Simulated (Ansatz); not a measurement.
Relaxation of CH3BClFS (8 atoms, charge 0, multiplicity 1), to a largest force component of 0.02 eV/Å in at most 50 steps.

These are results of UKS BHLYP-D4/def2-SVP in Ansatz 0.2.0, not measurements.

```xyz
8
Properties=species:S:1:pos:R:3
C 0.095 0.929 0.754
S -1.266 -0.246 0.400
B -0.232 -1.260 -0.792
F 0.681 -2.335 -0.273
Cl -0.183 -0.875 -2.597
H -0.342 1.746 1.453
H 0.954 0.477 1.202
H 0.386 1.506 -0.202
```

Task: Where does it end, and by what steps?

Result: It converged. The force dipped under the threshold on the way, but the program's further checks kept it going. After 23 steps the energy has fallen by 1.519 eV; Cl5 moved furthest, 1.41 Å.

```
step  energy less start (eV)  largest force component (eV/Å)  accepted
   0                  0.0000                           3.857       yes
   1                 -0.7745                           2.625       yes
   2                 -0.6462                           2.562        no
   3                 -0.9549                           0.679       yes
   4                 -0.9778                           0.106       yes
   5                 -0.9787                           0.139       yes
   6                 -0.9805                           0.118       yes
   7                 -1.0032                           0.299       yes
   8                 -1.0487                           0.811       yes
   9                 -1.1439                           0.701       yes
  10                 -1.2209                           0.931       yes
  11                 -1.3464                           1.018       yes
  12                 -1.4628                           0.493       yes
  13                 -1.5148                           0.093       yes
  14                 -1.5159                           0.072       yes
  15                 -1.5174                           0.095       yes
  16                 -1.5184                           0.030       yes
  17                 -1.5185                           0.025       yes
  18                 -1.5189                           0.013       yes
  19                 -1.5187                           0.071        no
  20                 -1.5191                           0.061       yes
  21                 -1.5192                           0.063       yes
  22                 -1.5191                           0.048        no
  23                 -1.5194                           0.011       yes
```

```xyz
8
Properties=species:S:1:pos:R:3
C 0.097 0.909 0.903
S -1.126 0.169 -0.222
B -0.137 -1.053 -1.066
F 1.138 -1.211 -0.787
Cl -0.861 -2.075 -2.291
H -0.433 1.655 1.494
H 0.517 0.155 1.569
H 0.896 1.394 0.344
```

The run took 35 s on 2 threads of AMD EPYC 9R45 96-Core Processor (Zen 5), on a shared host, peak memory 0.29 GiB.
